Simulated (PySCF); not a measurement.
AlF₃, singlet, at a GFN2-xTB geometry (such geometries of metal compounds can be far from the true shape). Base run: CCSD(T)/def2-SVP run with PySCF.

PySCF was given this input:
```python
from pyscf import gto, scf, cc

mol = gto.M(
    atom='''
Al    0.000000   -0.000000   -0.000000
F    -0.020933    1.630854    0.037916
F     1.423183   -0.797103   -0.027175
F    -1.402250   -0.833751   -0.010741
''',
    basis='def2-svp',
    charge=0,
    spin=0,
    verbose=4,
    max_memory=1800,
)

mf = scf.RHF(mol)
mf.kernel()

mycc = cc.CCSD(mf, frozen=8)
mycc.kernel()
et = mycc.ccsd_t()
print('E(CCSD(T)) = %.10f' % (mycc.e_tot + et))
```

Each row names what was changed in the base input (with any setting that the change needs).

```
change         ΔE vs base (mEh)  MP2 correlation (Eh)  CC correlation without the perturbative part (Eh)  basis functions
-------------  ----------------  --------------------  -------------------------------------------------  ---------------
base                      0.000              -0.61642                                           -0.62105               60
method = cisd            71.194                     -                                                  -               60
method = ccsd               [?]              -0.61642                                           -0.62105               60
method = mp2             12.450              -0.61642                                                  -               60
```

Q: Complete the blanks.

A: 
- method = ccsd, ΔE vs base (mEh): 7.825
